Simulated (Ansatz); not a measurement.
Ansatz (a quantum-chemistry and plane-wave program) input:

Ansatz 0.2 input:
```yaml
crystal:
  periodic: [false, false, false]
  atoms:
    - {symbol: Si, position_ang: [0.21553234, -0.66622232, -0.10656782]}
    - {symbol: F, position_ang: [0.37862117, -1.05831840, -1.61908238]}
    - {symbol: F, position_ang: [-0.59787996, -1.77311461, 0.65672515]}
    - {symbol: N, position_ang: [-1.19675091, 0.57354661, -0.31837071]}
    - {symbol: N, position_ang: [1.50781399, 0.06296443, 0.66470618]}
    - {symbol: H, position_ang: [-1.54972212, 0.91743906, 0.57833346]}
    - {symbol: H, position_ang: [-0.92070028, 1.38495159, -0.87724797]}
    - {symbol: H, position_ang: [1.68387798, -0.03842556, 1.65430784]}
    - {symbol: H, position_ang: [2.33817612, 0.36313330, 0.17294064]}
    - {symbol: H, position_ang: [-1.98427056, 0.12625784, -0.80185976]}
basis:
  gaussian:
    orbitals: def2-TZVP
hamiltonian:
  xc: b3lyp
  dispersion: d3bj
total_charge: 1
relax: {f_tol: 0.002, max_steps: 150}
```

**Question.** What final total energy does it print?

**Answer.** -601.83130 Eh (B3LYP-D3(BJ)/def2-TZVP). The basis has 191 functions. The run takes about 80 core-seconds (a rough figure).

It need not be the lowest isomer of its formula.
